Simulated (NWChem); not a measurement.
Molecule: CH5BrSn; SMILES [CH3][SnH2][Br]

This build's default masses of Se (78.918 u) and Br (79.917 u) are each other's, which moves their modes by up to 0.6 %. def2 effective core potentials on Sn; no spin-orbit coupling.

Q: Give the equilibrium geometry at PBE0/def2-SVP with def2 effective core potentials on Sn (NWChem) as a list of bonds and angles, with the point group.

A: point group Cs; any orientation.
Bond lengths (Å): Sn1–C2 2.141, Sn1–Br3 2.511, Sn1–H4 1.712, Sn1–H5 1.712, C2–H6 1.098, C2–H7 1.100, C2–H8 1.098. Angles (°): C2–Sn1–Br3 106.6, C2–Sn1–H4 113.1, C2–Sn1–H5 113.1, Br3–Sn1–H4 105.8, Br3–Sn1–H5 105.8, H4–Sn1–H5 111.7, Sn1–C2–H6 109.5, Sn1–C2–H7 109.9, Sn1–C2–H8 109.5, H6–C2–H7 109.4, H6–C2–H8 109.2, H7–C2–H8 109.4.
